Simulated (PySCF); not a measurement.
Compound: C7H19NSi.
SMILES with atom numbers: `[CH3:1][CH:2]([CH3:3])[C@H:4]([CH3:5])[SiH2:6][N:7]([CH3:8])[CH3:9]` (hydrogens: H10, H11, H12 on C1; H13 on C2; H14, H15, H16 on C3; H17 on C4; H18, H19, H20 on C5; H21, H22 on Si6; H23, H24, H25 on C8; H26, H27, H28 on C9)

Computed by this run: PBE0-D3(BJ)/def2-SVP geometry optimisation, gas phase in PySCF 2.14.0; density fitting, grid level 1; the optimiser is geomeTRIC in internal coordinates, started from a GFN2-xTB structure with every atom displaced at random (about 0.01 Å).

At the end of the run (lengths in Å): C1–H10 1.102, C3–H16 1.102, C8–H23 1.107, C2–H13 1.105, Si6–H21 1.496, C4–C5 1.530, C5–H19 1.102, C2–C4–C5 115.1°, C8–N7–C9 113.7°, Si6–N7–C8 122.5°, C4–Si6–N7 110.9°, C1–C2–C4–C5 58°, C2–C4–Si6–N7 -47°, C4–Si6–N7–C8 145°, H21–Si6–N7–C8 23°, H17–C4–C2–C1 177°.

Task: These geometries were met on the way; a selection of coordinates is given. Order them by energy above the end point, lowest first.
A. C1–H10 1.098, C3–H16 1.100, C8–H23 1.105, C2–H13 1.104, Si6–H21 1.497, C4–C5 1.531, C5–H19 1.101, C2–C4–C5 114.8°, C8–N7–C9 113.6°, Si6–N7–C8 121.1°, C4–Si6–N7 110.6°, C1–C2–C4–C5 54°, C2–C4–Si6–N7 -49°, C4–Si6–N7–C8 154°, H21–Si6–N7–C8 32°, H17–C4–C2–C1 173°
B. C1–H10 1.113, C3–H16 1.111, C8–H23 1.111, C2–H13 1.109, Si6–H21 1.498, C4–C5 1.531, C5–H19 1.104, C2–C4–C5 114.6°, C8–N7–C9 113.6°, Si6–N7–C8 120.8°, C4–Si6–N7 111.6°, C1–C2–C4–C5 53°, C2–C4–Si6–N7 -50°, C4–Si6–N7–C8 158°, H21–Si6–N7–C8 36°, H17–C4–C2–C1 171°
C. C1–H10 1.054, C3–H16 1.060, C8–H23 1.078, C2–H13 1.078, Si6–H21 1.470, C4–C5 1.556, C5–H19 1.076, C2–C4–C5 111.2°, C8–N7–C9 111.4°, Si6–N7–C8 120.6°, C4–Si6–N7 109.1°, C1–C2–C4–C5 53°, C2–C4–Si6–N7 -51°, C4–Si6–N7–C8 163°, H21–Si6–N7–C8 42°, H17–C4–C2–C1 167°

Result: A (0.004 eV), B (0.018 eV), C (0.256 eV).

```csv
step,E above end (eV),"rms distance from the end, all atoms (Å)",largest force (eV/Å),rms shift of all bonds from the end (Å)
4,0.004,0.123,0.115,0.001
1,0.018,0.181,0.488,0.003
0,0.256,0.218,2.270,0.021
```

Rows stand in the order of the answer.
